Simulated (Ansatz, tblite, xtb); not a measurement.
**How methods differ on InSiH3BrO (SMILES [SiH3][O][In][Br])**

The species is InSiH3BrO (7 atoms), meant as a doublet with charge 0. SMILES: `[SiH3][O][In][Br]`. The shape is that of a PBE0-D4/def2-TZVP optimisation. This is one conformer, not always the lowest.

```xyz
7

Si    0.5251    1.1131    0.2453
O    -0.3855   -0.2377    0.1272
In   -0.3176   -1.9963   -0.8090
Br   -2.2568   -3.5290   -0.4298
H     0.6669    1.7949   -1.0733
H    -0.1303    2.0469    1.1982
H     1.8981    0.8081    0.7415
```

Each level gives the dipole moment (D). The values are calculated.

| level | kind | program | value (D) | CPU time |
| --- | --- | --- | --- | --- |
| GFN2-xTB | semi-empirical | xtb | 4.76 | under 2 s |
| IPEA1-xTB | semi-empirical | tblite | 3.87 | under 2 s |
| GFN0-xTB | semi-empirical | xtb | 5.02 | under 2 s |
| GFN1-xTB | semi-empirical | xtb | 3.54 | under 2 s |
| UHF/STO-3G | Hartree–Fock | Ansatz | 3.41 | 10 s |
| UHF/3-21G | Hartree–Fock | Ansatz | 3.61 | 12 s |
| UHF/def2-SVP (core potential) | Hartree–Fock | Ansatz | 3.00 | 20 s |
| UPBE0/def2-SVP (core potential) | global hybrid | Ansatz | 2.36 | 36 s |
| UMP2/3-21G | perturbation theory | Ansatz | 2.83 | 20 s |

All-electron rows without a relativistic Hamiltonian named are non-relativistic, while core potentials hold scalar relativity, so basis and relativity change together. The values span 2.36 to 5.02 D. In the correlated wave-function rows the outer d shell of Br, In is correlated, in sets not made for it. Sets without polarisation functions give poor dipoles. Times are those of the runs behind each value, whatever else they computed, on shared processors of several kinds: orders of magnitude only.
